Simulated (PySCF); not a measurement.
**Spinor energies of Ti⁺ (titanium, charge +1)**

Start: [Ar] 3d2 4s1; 3d3/2 filled at m_j = +1/2, +3/2; 4s1/2 filled at m_j = -1/2. Calculated with PySCF 2.14 in x2c-SVPall-2c with one added diffuse shell each of s, d type (6s5p4d1f, 48 functions): generalised Hartree-Fock with the X2C-1e Hamiltonian and a Gaussian nucleus; one run each with spin-orbit coupling (SO) switched off, then screened by Boettger's factors.

```csv
spinor shell,electrons,"ε, spin-free (eV)","ε, screened SO (eV)",weight of nominal j (screened SO),"rms radius, screened SO (bohr)"
1s1/2,2,-5023.6,-5023.6,1.000,0.0805
2s1/2,2,-596.26,-596.24,1.000,0.350
2p1/2,2,-492.24,-496.46,0.992,0.319
2p3/2,4,-492.24,-490.13,0.996,0.321
3s1/2,2,-86.316,-86.307,1.000,1.08
3p1/2,2,-56.244,-57.705,0.654,1.18
3p3/2,4,-56.244,-55.505,0.827,1.18
3d3/2,2,-19.209,-19.217,0.714,1.64
4s1/2,1,-12.985,-12.983,1.000,3.55
```

```json
{"quantity": "E (hartree)", "spin-free": "-852.41874", "screened SO": "-852.42383"}
{"quantity": "M_J", "spin-free": "3/2", "screened SO": "3/2"}
{"quantity": "⟨J²⟩", "spin-free": "6.754", "screened SO": "6.654"}
{"quantity": "⟨L²⟩", "spin-free": "12.004", "screened SO": "12.003"}
{"quantity": "⟨S²⟩", "spin-free": "3.750", "screened SO": "3.750"}
```

The determinant has a definite M_J but mixes levels of different J.

Each row is a mean over spinors that exchange with the open shell spreads, by up to 7.480 eV (3p1/2).

Rows whose weight is well below 1 are mixtures of j = l ± 1/2: exchange outweighs spin-orbit coupling there, and the label is only the starting occupation.

Without spin-orbit coupling the j labels of p, d and f shells carry no meaning; the spin-free column gives the mean over the occupied spinors of each nl shell, and its ⟨J²⟩ belongs to a mixture of degenerate components.
